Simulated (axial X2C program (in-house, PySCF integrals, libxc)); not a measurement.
**Testing model relations on GaS⁻**

A bond curve at the CCSD(T) level, with spin–orbit coupling, was computed with an axial X2C code built on PySCF integrals (basis Ga dyall-acv3z [10s10p8d5f1g], S dyall-av3z [9s8p3d2f] (cores contracted in-house)) for the state Ω = 0 (closed shell). Its fit gives Re = 2.1544 Å, ωe = 440.1 cm⁻¹, ωexe = 1.38 cm⁻¹ and αe = 7.754e-04 cm⁻¹; the masses are 68.9256 and 31.9721 u. Two-component means X2C with spin–orbit coupling and atomic mean-field Coulomb and Gaunt terms.

Correlated methods: 10 electrons correlated (number of frozen shells: Ga 3 s, 2 p, 1 d; S 2 s, 1 p), 290 virtual spin orbitals or spinors in MP2, 90 natural virtuals in coupled cluster.

**Question.** Find the reduced mass, Be and the force constant.

**Answer.** From the CCSD(T) values: μ = 21.8409 u. Be = 16.8576/(μ Re²) = 0.1663 cm⁻¹. k = 5.8918×10⁻⁷ μ ωe² = 2.49 mdyn/Å.

**Question.** Where do the fundamental and the first overtone lie?

**Answer.** ν(1←0) = ωe − 2ωexe = 437.3 cm⁻¹; ν(2←0) = 2ωe − 6ωexe = 871.9 cm⁻¹.

**Question.** A Morse curve ties αe to the other constants (Pekeris). How well does that hold?

**Answer.** αe(Morse) = 6Be²/ωe × (√(ωexe/Be) − 1) = 7.090e-04 cm⁻¹; the CCSD(T) curve gives 7.754e-04 cm⁻¹, a ratio of 0.91.

**Question.** Estimate the centrifugal constant by the Kratzer relation.

**Answer.** D = 4Be³/ωe² = 9.50e-08 cm⁻¹.

**Question.** Estimate De from a Morse curve and compare with the computed well depth of 4.174 eV to Ga + S-.

**Answer.** De(Morse) = ωe²/(4ωexe) = 4.350 eV against 4.174 eV computed, a ratio of 1.04. For De the Morse form works well here.

Occupations by symmetry block were frozen at the best pattern of an incomplete PBE0 search. De is counted from the lowest determinant-based energies of the atoms at the same level, without counterpoise correction. Coupled cluster ran in a truncated set of natural virtual spinors; the MP2 energy of the rest was added. (T) has no such correction and the atoms are truncated less, which lowers De at CCSD(T) by a hundredth of an eV or more. With the outer-core shells frozen, correlated bond lengths of heavy atoms tend to come out a few hundredths of an ångström too long.
